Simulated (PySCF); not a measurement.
Field gradients from PBE0/pcSseg-1 densities (PySCF, non-relativistic) at GFN2-xTB geometries, isolated species, one conformer each; χzz is the principal value of largest magnitude, with Q(14N) = 0.02044 b, Q(17O) = −0.0256 b. GFN2-xTB bond lengths can be off by several hundredths of an ångström, more for odd bonds, and the gradients follow them. A larger basis could move these couplings by a tenth or more.

(1) Rank these 14N sites by the size of the quadrupole coupling, smallest first.
A. N2 (secondary amine nitrogen) in `[CH3:1][NH:2][C@@H:3]1[CH:4]=[C:5]1[C:6]#[N:7]`
B. The pyridine-type nitrogen of `CCc1sncc1OC`
C. N3 (hydrazine nitrogen) in `[CH2:1]=[CH:2][N:3]([NH:4][CH2:5][CH2:6][CH3:7])[CH:8]1[CH2:9][CH2:10]1`
D. The nitrile nitrogen of `N#C[C@@]12CCC[C@]1(C#N)O2`
E. N4 (pyridine-type nitrogen) in `[N:1]#[C:2][c:3]1[n:4][o:5][cH:6][c:7]1[CH:8]1[CH2:9][CH2:10]1`
F. N4 (C=N nitrogen) in `[CH3:1][CH2:2]/[CH:3]=[N:4]\[N:5]=[C:6](\[CH3:7])[CH:8]([CH3:9])[CH3:10]`

(2) Rank these 17O sites by the size of the quadrupole coupling, smallest first.
A. The aryl ether oxygen of `CCc1sncc1OC`
B. The epoxide oxygen of `N#C[C@@]12CCC[C@]1(C#N)O2`
C. The silanol oxygen of `N#C[Si]1(O)[SiH2]C[SiH2]1`
D. O10 (silyl ether oxygen) in `[CH3:1][CH2:2][C@:3]1([CH:4]([Cl:5])[Cl:6])[CH2:7][O:8][SiH2:9][O:10]1`

Answers

(1) B (4.424 MHz), D (4.903 MHz), F (5.410 MHz), E (5.801 MHz), A (6.051 MHz), C (6.721 MHz).

(2) C (9.242 MHz), D (10.36 MHz), A (11.85 MHz), B (13.74 MHz).

All sites together:

```tsv
nucleus	site	Vzz (au)	η	χzz (MHz)
14N	N4 (pyridine-type nitrogen) in [N:1]#[C:2][c:3]1[n:4][o:5][cH:6][c:7]1[CH:8]1[CH2:9][CH2:10]1	-1.208	0.84	-5.801
14N	N4 (C=N nitrogen) in [CH3:1][CH2:2]/[CH:3]=[N:4]\[N:5]=[C:6](\[CH3:7])[CH:8]([CH3:9])[CH3:10]	-1.126	0.24	-5.410
14N	the pyridine-type nitrogen of CCc1sncc1OC	-0.921	0.40	-4.424
14N	N3 (hydrazine nitrogen) in [CH2:1]=[CH:2][N:3]([NH:4][CH2:5][CH2:6][CH3:7])[CH:8]1[CH2:9][CH2:10]1	-1.399	0.34	-6.721
14N	N2 (secondary amine nitrogen) in [CH3:1][NH:2][C@@H:3]1[CH:4]=[C:5]1[C:6]#[N:7]	-1.260	0.08	-6.051
14N	the nitrile nitrogen of N#C[C@@]12CCC[C@]1(C#N)O2	-1.021	0.09	-4.903
17O	the aryl ether oxygen of CCc1sncc1OC	1.970	0.80	-11.85
17O	the silanol oxygen of N#C[Si]1(O)[SiH2]C[SiH2]1	1.536	0.47	-9.242
17O	O10 (silyl ether oxygen) in [CH3:1][CH2:2][C@:3]1([CH:4]([Cl:5])[Cl:6])[CH2:7][O:8][SiH2:9][O:10]1	1.723	0.45	-10.36
17O	the epoxide oxygen of N#C[C@@]12CCC[C@]1(C#N)O2	-2.285	0.03	13.74
```
